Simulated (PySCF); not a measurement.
F4Se, SMILES F[Se-](F)(F)F, charge -1, multiplicity 2.

The structure is a stationary point at PBE-D3(BJ)/def2-SVPD.

Computed with PBE-D3(BJ)/def2-SVPD run with PySCF.

Frequencies are harmonic and unscaled.

Computed harmonic wavenumbers and intensities:
```json
[
 {"mode": "1", "ν (cm⁻¹)": "119", "IR (km/mol)": "19.0", "moving atoms (share of kinetic energy)": "F 99 %"},
 {"mode": "2", "ν (cm⁻¹)": "158", "IR (km/mol)": "0.0", "moving atoms (share of kinetic energy)": "F 100 %"},
 {"mode": "3", "ν (cm⁻¹)": "169", "IR (km/mol)": "3.6", "moving atoms (share of kinetic energy)": "F 91 %, Se 9 %"},
 {"mode": "4", "ν (cm⁻¹)": "254", "IR (km/mol)": "95.3", "moving atoms (share of kinetic energy)": "F 62 %, Se 38 %"},
 {"mode": "5", "ν (cm⁻¹)": "256", "IR (km/mol)": "0.0", "moving atoms (share of kinetic energy)": "F 93 %"},
 {"mode": "6", "ν (cm⁻¹)": "319", "IR (km/mol)": "4.6", "moving atoms (share of kinetic energy)": "F 88 %, Se 12 %"},
 {"mode": "7", "ν (cm⁻¹)": "434", "IR (km/mol)": "34.5", "moving atoms (share of kinetic energy)": "F 95 %"},
 {"mode": "8", "ν (cm⁻¹)": "483", "IR (km/mol)": "367.4", "moving atoms (share of kinetic energy)": "F 63 %, Se 37 %"},
 {"mode": "9", "ν (cm⁻¹)": "524", "IR (km/mol)": "72.9", "moving atoms (share of kinetic energy)": "F 77 %, Se 23 %"}
]
```
